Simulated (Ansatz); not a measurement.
C3H5FO2Zr, SMILES `C#[C][Zr]([OH])([F])[O]C`. The species carries charge 0 and has multiplicity 1. Zr takes the def2 core potential. Geometry: relaxed with PBE0-D4/def2-TZVP. It is one conformer, not always the lowest.

```xyz
12

C    -2.757    0.910   -1.701
C    -1.632    0.536   -1.434
Zr    0.426   -0.119   -0.984
O     0.593   -1.966   -1.444
F     1.683    0.929   -1.974
O     0.695    0.168    0.871
C     0.949    0.279    2.235
H    -3.744    1.239   -1.936
H     0.737   -2.908   -1.453
H     1.086   -0.711    2.681
H     1.854    0.869    2.406
H     0.110    0.773    2.732
```

(1) What is the dipole moment at B3LYP/def2-TZVPP? (Estimate.)

(2) And with PBE, r2SCAN, ωB97M-V? (An estimate is asked.)

(3) Give the Mulliken charges with B3LYP, r2SCAN, ωB97M-V in def2-TZVPP. (Estimate.)

Results:

(1) The calculation gave: 3.10 D, with components (0.14, -1.97, 2.39) D in this frame, pointing from negative to positive charge.

(2) The calculation gave: PBE 3.08 D, r2SCAN 3.06 D, ωB97M-V 3.08 D.

(3) Ansatz gave: 
```
atom  B3LYP  r2SCAN  ωB97M-V
  C1  -0.25   -0.37    -0.32
  C2  -0.49   -0.39    -0.43
 Zr3   1.54    1.58     1.54
  O4  -0.52   -0.53    -0.49
  F5  -0.40   -0.40    -0.39
  O6  -0.48   -0.47    -0.46
  C7  -0.12    0.01    -0.18
  H8   0.22    0.20     0.21
  H9   0.19    0.20     0.17
 H10   0.10    0.06     0.12
 H11   0.10    0.06     0.12
 H12   0.11    0.07     0.12
```

B3LYP here is the variant with VWN-RPA as its local correlation; programs differ in this.
